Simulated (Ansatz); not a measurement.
`O[SiH]([SiH3])O[SiH3]` + CH₃OH → `CO[SiH](O)O[SiH3]` + SiH₄  (cleavage of the Si–Si bond)

Calculated with Ansatz (gas phase, PBE0-D4/def2-TZVP geometries, no zero-point term in ΔE). CBS: MP2 limit from def2 TZ/QZ plus the TZ coupled-cluster correction, frozen cores. This one scheme is used for every species. Functionals use def2-TZVPP. B3LYP here is the variant with VWN-RPA as its local correlation; programs differ in this. Each species was taken in one conformer, which may not be the lowest.

Q: Is it downhill or uphill in electronic energy at CCSD(T)/CBS, and by how much? (Estimate.)

A: Computed: Downhill: ΔE = -1.41 eV.

Q: What do these levels give: PBE-D4, ωB97M-V, B2PLYP, PBE, B3LYP, HF/def2-TZVPP, MP2/def2-TZVPP, CCSD/def2-TZVPP, MP2/def2-QZVPP, SCS-MP2/def2-QZVPP, MP2/CBS(def2), CCSD/CBS(def2)? (Estimate.)

A: Ansatz gave: PBE-D4 -1.14, ωB97M-V -1.45, B2PLYP -1.46, PBE -1.15, B3LYP -1.41, HF/def2-TZVPP -1.67, MP2/def2-TZVPP -1.50, CCSD/def2-TZVPP -1.47, MP2/def2-QZVPP -1.49, SCS-MP2/def2-QZVPP -1.51, MP2/CBS(def2) -1.47, CCSD/CBS(def2) -1.44 eV.

Largest T1 diagnostic among the species: 0.013.

From PBE to PBE0 (25 % exact exchange), in def2-TZVPP and without D4, ΔE moves by −0.10 eV. In def2-TZVPP, CCSD(T) changes the Hartree–Fock value by +0.23 eV (the triples alone add +0.03 eV) and MP2 by +0.17 eV.
